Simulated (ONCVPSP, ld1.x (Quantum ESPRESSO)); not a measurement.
## Pseudopotentials across the periodic table

Generated with ld1.x 7.5 (TM, RRKJ, ultrasoft, PAW), atompaw 4.2 or ONCVPSP 4.0.1. The cutoff is in Ry: for ld1.x and atompaw files where the sum of valence levels is converged to 10 mRy in a Bessel basis, for ONCV files where the hardest occupied wave has 1 mHa per electron of residual kinetic energy. The error is the largest all-electron minus pseudo excitation energy over each file’s own four to seven test configurations (ionisations up to +4, promotions, holes and added fractions of an electron), all of which were solved. The labels leave out finer settings (local radius, basis sizes, second energies), which also bear on the numbers. Spin-polarised tests are not counted. The rows are a selection from randomly drawn settings: files with unsolved tests, undetermined cutoffs or missed reference levels are left out.

A true bound ghost makes a file unfit for plane-wave use even where its test errors are small: the radial tests pick states by their node count and pass the ghost by.

```csv
element,potential,cutoff (Ry),largest error (meV),bound ghosts
Ar,"ONCV, PBE, scalar-relativistic, rc 1.15/1.05/1.25 (spd), local smoothed, core correction yes, reference 3s2 3p6, qcut 6.4/8.1/7.1, projectors 2/3/1",126,+39,p
V,"ONCV, PBE, scalar-relativistic, rc 1.65/1.80/1.65 (spd), local d, core correction no, reference 3s2 3p6 3d3 4s1.5 4p0.5, qcut 5.7/7.5/9.9, projectors 2/2/0",69,-1.5,s
Ge,"ONCV, PBE, scalar-relativistic, rc 1.70/1.85 (sp), local smoothed, core correction no, reference 4s1, qcut 4.2/4.5, projectors 2/2",19,+620,none
Rh,"ONCV, PBE, fully relativistic, rc 1.00/1.10/2.10 (spd), local smoothed, core correction no, reference 4s2 4p6 4d8, qcut 5.4/5.9/8.9, projectors 2/2/3",242,-32,none
La,"ONCV, LDA (Perdew-Wang 92), scalar-relativistic, rc 2.30/1.95/2.60/2.45 (spdf), local smoothed, core correction yes, reference 5s2 5p6 5d1 6s2, qcut 4.3/3.8/3.7/4.9, projectors 2/1/1/1",59,+1042,none
Ce,"ONCV, revPBE, scalar-relativistic, rc 2.05/2.80/3.20 (spd), local smoothed, core correction no, reference 5s2 5p6 5d1 6s2, qcut 5.2/6/4.8, projectors 2/2/2",22,-104,none
```

Task: Fill in the row for Rb: ONCV, PBEsol, scalar-relativistic, rc 2.10/3.45/3.15 (spd), local smoothed, core correction yes, reference 4s2 4p6 5s0.5 5p0.5, qcut 4.6/4.5/3.4, projectors 2/2/1.

Result: cutoff 18 Ry, largest error -0.5 meV, bound ghosts: none.

Task: Fill in the row for Sc: PAW, revPBE, scalar-relativistic, rc 1.90/1.70/2.30 (spd), local smoothed, core correction yes, reference 3s2 3p6 3d0 4s0 4p0.

Result: cutoff 30 Ry, largest error -11 meV, bound ghosts: none.
